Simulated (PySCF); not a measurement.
Cl2Hg, charge -1, multiplicity 2. Atoms are numbered in the order given.

```xyz
3

Hg     0.0000     0.0000     0.0742
Cl     0.0000    -2.6861    -0.1745
Cl     0.0000     2.6861    -0.1745
```
Charge -1, spin multiplicity 2.

Geometry: PBE-D3(BJ)/def2-SVPD. The spin state was assumed, not searched. The isomer is the one that the SMILES or the coordinates give; other isomers of the formula were not compared. The def2 effective core potentials stand for the cores of Hg; spin–orbit coupling is left out.

The numbers are results of PySCF with r2SCAN/def2-TZVPD, not measurements.

Mulliken values depend strongly on the basis, most of all with diffuse functions as here. ESP charges are fitted to the potential on shells at 1.4 to 2.0 van der Waals radii. Atomic charges (e):

```
atom  Mulliken  ESP fit  Mulliken spin
----  --------  -------  -------------
Hg1       0.26      [?]           0.56
Cl2      -0.63      [?]           0.22
Cl3      -0.63      [?]           0.22
```

### Question
What belongs in the gaps? (The exact figures need the calculation; the answer reports its results.)

### Answer

- Hg1, ESP fit: 0.28
- Cl2, ESP fit: -0.64
- Cl3, ESP fit: -0.64
